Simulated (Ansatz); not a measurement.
`N[SiH](N)Cl` + `[NH2][GeH2][OH]` → `[NH2][GeH2][O][SiH](N)Cl` + NH₃  (ligand exchange at the Si–N bond)

Computed with Ansatz on PBE0-D4/def2-TZVP structures; ΔE is electronic, products minus reactants. CBS: MP2 limit from def2 TZ/QZ plus the TZ coupled-cluster correction, frozen cores. This one scheme is used for every species. DFT in def2-TZVPP. For Ge outer-core shells are correlated without core-valence functions, which leaves a few kJ/mol of doubt a bond. Scalar relativity is left out up to krypton. Each species was taken in one conformer, which may not be the lowest.

`N[SiH](N)Cl`:

Cartesian coordinates in Å:
```
N 0.568 1.042 0.834
Si 0.219 0.009 -0.470
N -0.782 -1.234 0.106
Cl -0.592 1.272 -1.900
H 0.805 2.008 0.683
H 0.935 0.679 1.697
H 1.340 -0.665 -1.165
H -0.876 -2.092 -0.414
H -1.616 -1.019 0.629
```

`[NH2][GeH2][OH]`:

Z-matrix (Å, degrees):
```
Ge
O 1 1.780
N 1 1.819 2 104.8
H 1 1.538 2 111.2 3 -115.1
H 1 1.549 2 106.5 3 123.0
H 2 0.959 1 112.2 3 -147.4
H 3 1.009 1 115.8 2 -150.0
H 3 1.009 1 117.0 2 77.3
```

`[NH2][GeH2][O][SiH](N)Cl`:

```xyz
13

N    -1.424    1.394   -0.727
Ge   -1.542   -0.420   -0.788
O    -0.462   -1.238    0.401
Si    0.909   -0.706    1.062
N     1.895    0.033   -0.127
Cl    0.590    0.787    2.453
H    -0.492    1.741   -0.914
H    -1.758    1.808    0.132
H    -1.083   -0.904   -2.168
H    -2.955   -0.855   -0.395
H     1.502   -1.838    1.803
H     2.246   -0.524   -0.891
H     2.573    0.722    0.159
```

NH₃:

Z-matrix (Å, degrees):
```
N
H 1 1.013
H 1 1.013 2 107.1
H 1 1.013 2 107.1 3 -114.5
```

Question: Is it downhill or uphill in electronic energy at CCSD(T)/CBS, and by how much? (Best estimate.)

Answer: The calculation gave: Downhill: ΔE = -73.0 kJ/mol.

Question: What do these levels give: PBE-D4, r2SCAN-D4, PBE0-D4, ωB97M-V, PBE, r2SCAN, MP2/def2-TZVPP, SCS-MP2/def2-TZVPP, CCSD/def2-TZVPP, CCSD(T)/def2-TZVPP, MP2/def2-QZVPP, HF/CBS(def2)? (Estimate.)

Answer: Computed: PBE-D4 -68.4, r2SCAN-D4 -72.5, PBE0-D4 -70.1, ωB97M-V -73.5, PBE -60.9, r2SCAN -70.1, MP2/def2-TZVPP -76.0, SCS-MP2/def2-TZVPP -75.3, CCSD/def2-TZVPP -74.7, CCSD(T)/def2-TZVPP -76.4, MP2/def2-QZVPP -73.9, HF/CBS(def2) -70.2 kJ/mol.

Largest T1 diagnostic among the species: 0.011.

The D4 term adds −11.8 kJ/mol with B3LYP and −7.2 kJ/mol with PBE0; it sums over pairs of atoms, weighted by their polarisabilities, and B3LYP, whose exchange is more repulsive, gets the larger term. In def2-TZVPP, CCSD(T) changes the Hartree–Fock value by −5.8 kJ/mol (the triples alone add −1.7 kJ/mol) and MP2 by −5.4 kJ/mol.

B3LYP here is the variant with VWN-RPA as its local correlation; programs differ in this.
